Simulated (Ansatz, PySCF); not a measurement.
Al(OH)2 (AlH2O2), SMILES [OH][Al+][OH], charge +1. Atoms are numbered in the order given.

```xyz
5

Al     0.0000     0.0000     0.1051
O      1.5918     0.1821     0.0798
H      2.4953    -0.1271     0.1612
O     -1.5918    -0.1821     0.0798
H     -2.4953     0.1271     0.1612
```
Charge +1, spin multiplicity 1.

Coordinates come from a B3LYP-D3(BJ)/def2-TZVP optimisation. The spin state was assumed, not searched. The isomer is the one that the SMILES or the coordinates give; other isomers of the formula were not compared. The values are those of a single conformer.

Two levels are set side by side: PBE-D3(BJ)/def2-TZVP (Ansatz, a program for electronic structure) and B3LYP-D3(BJ)/def2-TZVP (Ansatz). Each level has its own optimised geometry; the coordinates shown are those of the second. Frequencies come from the Hessian of PySCF at each geometry. Differences are taken from unrounded values.

| quantity | B3LYP-D3(BJ) |
|---|---|
| mean bond length (Å) | 1.280 |
| bond Al1–O2 (Å) | 1.602 |
| bond Al1–O4 (Å) | 1.602 |
| bond O2–H3 (Å) | 0.958 |
| bond O4–H5 (Å) | 0.958 |
| highest harmonic wavenumber (cm⁻¹) | 3915 |
| mean harmonic wavenumber (cm⁻¹) | 1206 |
| zero-point energy (kcal/mol) | 15.51 |

### Question
What does PBE-D3(BJ) give, and how far is it from B3LYP-D3(BJ)? (An estimate is asked for; the answer gives what the named calculation found.)

### Answer

| quantity | PBE-D3(BJ) | PBE-D3(BJ) minus B3LYP-D3(BJ) |
|---|---|---|
| mean bond length (Å) | 1.299 | 0.019 |
| bond Al1–O2 (Å) | 1.630 | 0.027 |
| bond Al1–O4 (Å) | 1.630 | 0.027 |
| bond O2–H3 (Å) | 0.969 | 0.011 |
| bond O4–H5 (Å) | 0.969 | 0.011 |
| highest harmonic wavenumber (cm⁻¹) | 3789 | -127 |
| mean harmonic wavenumber (cm⁻¹) | 1203 | -3 |
| zero-point energy (kcal/mol) | 15.47 | -0.04 |

Exact exchange shortens and stiffens bonds; PBE has none. Differences between two approximate levels are no errors against the true value.
